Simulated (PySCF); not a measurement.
hydrogen bromide (BrH), SMILES Br. Atoms are numbered in the order given.

```xyz
2

Br     0.0000     0.0000    -0.0395
H      0.0000     0.0000     1.3811
```
Charge 0, spin multiplicity 1.

Geometry optimised at PBE0-D3(BJ)/def2-TZVPD.

Computed with HF/pcSseg-2 (PySCF).

GIAO shieldings, no solvent; atoms alike by connectivity are averaged. δ = σ(ref) − σ: ¹H against TMS (σ = 31.98 ppm), references at their B3LYP-D3(BJ)/def2-TZVP geometries, non-relativistic (without spin–orbit terms, shifts of atoms bonded to Cl or Br come out too high).

| nucleus | atoms | count | δ (ppm) |
|---|---|---|---|
| ¹H | H2 | 1 | 1.56 |
